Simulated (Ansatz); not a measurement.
Reaction (atomization): `[CH3][AlH][CH]=N` → Al• + 2 C• + 6 H• + N•

Gas-phase electronic energies from Ansatz, PBE0-D4/def2-TZVP geometries. CCSD(T)/CBS adds triple-zeta CCSD(T) − MP2 to the extrapolated MP2 energy (def2 sets, frozen cores). This one scheme is used for every species, atoms too. Open shells (•) are unrestricted, without spin–orbit coupling. Spin–orbit coupling would lower the free atoms: a little for Al, C. Each species was taken in one conformer, which may not be the lowest.

(1) What is ΔE at CCSD(T)/CBS? (An estimate is asked.)

(2) What do these levels give: HF/def2-SVP, MP2/def2-SVP, CCSD(T)/def2-SVP, SCS-MP2/def2-TZVPP, CCSD(T)/def2-TZVPP, MP2/def2-QZVPP? (Estimate.)

(3) What do rigid-rotor, harmonic-oscillator terms from PBE0-D4/def2-TZVP frequencies (298.15 K, 1 bar) make of the CCSD(T)/CBS value? (An estimate is asked.)

Largest T1 diagnostic among the species: 0.018.

Results:

(1) Ansatz gave: +3524.8 kJ/mol.

(2) The calculation gave: HF/def2-SVP 2557.4, MP2/def2-SVP 3355.0, CCSD(T)/def2-SVP 3337.3, SCS-MP2/def2-TZVPP 3472.0, CCSD(T)/def2-TZVPP 3430.7, MP2/def2-QZVPP 3520.2 kJ/mol.

(3) Computed: ΔZPE = -189.8 kJ/mol, ΔH = +3376.4 kJ/mol, ΔS = 977 J/(mol·K), ΔG = +3085.1 kJ/mol. Open shells count their whole term as degenerate. Modes under 50 cm⁻¹ make the entropy rough.

At CCSD(T), def2-SVP lies −187.5 kJ/mol from the extrapolated value and def2-TZVPP −94.1 kJ/mol: correlation converges slowly with the basis, and small sets miss more of it in the bonded molecule than in its fragments. From BLYP to BHLYP (50 % exact exchange), in def2-TZVPP and without D4, ΔE moves by −90.6 kJ/mol: exact exchange takes away binding that semilocal exchange gives to molecules. Leaving LDA and LC-ωPBE aside and taking each functional with its dispersion term where it has one, the values, not all of them listed here, spread over 159.8 kJ/mol, from BHLYP-D4 to PBE-D4. LDA lies +418.8 kJ/mol from PBE without D4, its usual overbinding.

For atomizations the MP2-based limit and the directly extrapolated one differ by several kJ/mol either way, and by 10 to 25 for some Ge, Se and Sn compounds, so smaller differences from it don't rank the levels.
